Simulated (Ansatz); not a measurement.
Gas-phase electronic energies from Ansatz, PBE0-D4/def2-TZVP geometries. CBS: MP2 limit from def2 TZ/QZ plus the TZ coupled-cluster correction, frozen cores. This one scheme is used for every species. For Ge outer-core shells are correlated without core-valence functions, which leaves a few kJ/mol of doubt a bond. Scalar relativity is left out up to krypton. One conformer a species, not always the lowest.

Reaction (ligand exchange at the Si–C bond): `N#C[Si](F)(F)Cl` + `[SH][GeH2][Cl]` → `F[Si](F)(Cl)[S][GeH2][Cl]` + `C#N`

```csv
level,ΔE (kcal/mol)
HF/def2-TZVPP,-5.5
SCS-MP2/def2-QZVPP,-8.3
```

(1) What does CCSD(T)/CBS give? (Estimate.)

Largest T1 diagnostic among the species: 0.014.

## Answers

(1) The calculation gave: -9.4 kcal/mol. The listed levels differ from it by 3.9, 1.1 kcal/mol.

In def2-TZVPP, CCSD(T) changes the Hartree–Fock value by −2.6 kcal/mol (the triples alone add −0.6 kcal/mol) and MP2 by −3.6 kcal/mol. The D4 term adds −3.8 kcal/mol with B3LYP and −2.1 kcal/mol with PBE0; it sums over pairs of atoms, weighted by their polarisabilities, and B3LYP, whose exchange is more repulsive, gets the larger term.

B3LYP here is the variant with VWN-RPA as its local correlation; programs differ in this.
